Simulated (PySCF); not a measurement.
## Zr (zirconium, neutral): PBEsol calculation

Configuration: [Kr] 4d1 5s2 6s1, high-spin 3D determinant (an excited configuration). Computed with PySCF 2.14 in aug-cc-pVTZ-DK (9s8p6d3f2g, 102 functions), with scalar relativity by spin-free X2C-1e.

| Property | Result |
| --- | --- |
| Total energy | -3595.44 hartree |
| One-electron energy | -4955.29 hartree |
| Hartree (Coulomb) energy | 1472.11 hartree |
| Exchange-correlation energy | -112.26 hartree |
| ⟨S²⟩ | 2.0094 |
| ⟨L²⟩ | 6.439 |
| Sum of ⟨r⟩ | 37.55 bohr |
| Sum of ⟨r²⟩ | 137.7 bohr² |
| Traceless quadrupole moment −½Σ⟨3z² − r²⟩ along its main axis | -14.1 e·bohr² |
| Langevin diamagnetic susceptibility | -109 ×10⁻⁶ cm³/mol |

```json
{"shell": "1s α", "electrons": "1", "mean orbital energy (hartree)": "-653.89908", "spread (hartree)": "0", "rms radius, mean of both spins (bohr)": "0.0426"}
{"shell": "1s β", "electrons": "1", "mean orbital energy (hartree)": "-653.89897", "spread (hartree)": "0", "rms radius, mean of both spins (bohr)": "0.0426"}
{"shell": "2s α", "electrons": "1", "mean orbital energy (hartree)": "-90.87426", "spread (hartree)": "0", "rms radius, mean of both spins (bohr)": "0.176"}
{"shell": "2s β", "electrons": "1", "mean orbital energy (hartree)": "-90.87125", "spread (hartree)": "0", "rms radius, mean of both spins (bohr)": "0.176"}
{"shell": "2p α", "electrons": "3", "mean orbital energy (hartree)": "-81.11341", "spread (hartree)": "0.00338", "rms radius, mean of both spins (bohr)": "0.156"}
{"shell": "2p β", "electrons": "3", "mean orbital energy (hartree)": "-81.11113", "spread (hartree)": "0.00548", "rms radius, mean of both spins (bohr)": "0.156"}
{"shell": "3s α", "electrons": "1", "mean orbital energy (hartree)": "-15.09063", "spread (hartree)": "0", "rms radius, mean of both spins (bohr)": "0.491"}
{"shell": "3s β", "electrons": "1", "mean orbital energy (hartree)": "-15.08857", "spread (hartree)": "0", "rms radius, mean of both spins (bohr)": "0.491"}
{"shell": "3p α", "electrons": "3", "mean orbital energy (hartree)": "-11.90716", "spread (hartree)": "0.00765", "rms radius, mean of both spins (bohr)": "0.499"}
{"shell": "3p β", "electrons": "3", "mean orbital energy (hartree)": "-11.90492", "spread (hartree)": "0.01044", "rms radius, mean of both spins (bohr)": "0.499"}
{"shell": "3d α", "electrons": "5", "mean orbital energy (hartree)": "-6.67182", "spread (hartree)": "0.00697", "rms radius, mean of both spins (bohr)": "0.498"}
{"shell": "3d β", "electrons": "5", "mean orbital energy (hartree)": "-6.66865", "spread (hartree)": "0.01338", "rms radius, mean of both spins (bohr)": "0.498"}
{"shell": "4s α", "electrons": "1", "mean orbital energy (hartree)": "-2.24071", "spread (hartree)": "0", "rms radius, mean of both spins (bohr)": "1.28"}
{"shell": "4s β", "electrons": "1", "mean orbital energy (hartree)": "-2.22203", "spread (hartree)": "0", "rms radius, mean of both spins (bohr)": "1.28"}
{"shell": "4p α", "electrons": "3", "mean orbital energy (hartree)": "-1.42636", "spread (hartree)": "0.01645", "rms radius, mean of both spins (bohr)": "1.45"}
{"shell": "4p β", "electrons": "3", "mean orbital energy (hartree)": "-1.40493", "spread (hartree)": "0.03802", "rms radius, mean of both spins (bohr)": "1.45"}
{"shell": "4d α", "electrons": "1", "mean orbital energy (hartree)": "-0.33397", "spread (hartree)": "0", "rms radius, mean of both spins (bohr)": "2.22"}
{"shell": "5s α", "electrons": "1", "mean orbital energy (hartree)": "-0.29041", "spread (hartree)": "0", "rms radius, mean of both spins (bohr)": "3.55"}
{"shell": "5s β", "electrons": "1", "mean orbital energy (hartree)": "-0.27517", "spread (hartree)": "0", "rms radius, mean of both spins (bohr)": "3.55"}
{"shell": "6s α", "electrons": "1", "mean orbital energy (hartree)": "-0.05563", "spread (hartree)": "0", "rms radius, mean of both spins (bohr)": "9.33"}
```

The outer electron is Rydberg-like, and this basis confines it to a smaller radius and binds it less than a complete one would.

Densities and radii are taken from the X2C orbitals without a picture-change correction, which distorts them close to the nucleus.
